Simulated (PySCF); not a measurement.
## Relaxation of doublet GeF₃

Method: PySCF, UPBE0, basis Ge def2-TZVP, F def2-TZVP (no relativity, density fitting). A (50,194) grid was used.

A start displaced from a saddle point along its imaginary mode, of Cs symmetry, held to at least that symmetry:

```xyz
4
charge 0 multiplicity 2, angstrom
Ge    0.0000    0.0716   -0.1693
F     0.0000   -0.0385    1.5475
F     1.7524   -0.1200   -0.4445
F    -1.7524   -0.1200   -0.4445
```

Optimiser trace:
| step | E − E(last) (kJ/mol) | largest gradient (Eh/bohr) |
| --- | --- | --- |
| 0 | 89.84 | 0.01787 |
| 1 | 67.72 | 0.02667 |
| 2 | 41.30 | 0.03186 |
| 3 | 7.72 | 0.02707 |
| 4 | 3.46 | 0.02214 |
| 5 | 0.57 | 0.01205 |
| 6 | 0.02 | 0.00120 |
| 7 | 0.00 | 0.00018 |
| 8 | 0.00 | 0.00001 |

It ends at C3v with Ge–F 1.721 Å (×3); F–Ge–F 106.5° (×3) (after a last refinement on a finer grid). A frequency run shows a minimum.

Final geometry:
```xyz
4
charge 0 multiplicity 2, angstrom
Ge    0.0000    0.2822   -0.0396
F     0.0000   -0.1435    1.6277
F     1.3787   -0.4752   -0.7371
F    -1.3787   -0.4752   -0.7371
```

The relaxation took 24 s on 4 threads of a shared Arm Neoverse V2 host, with 141 basis functions and 9 gradients; the process peaked at 1.5 GiB. Launch command: `OMP_NUM_THREADS=4 python axn.py task.json out`.
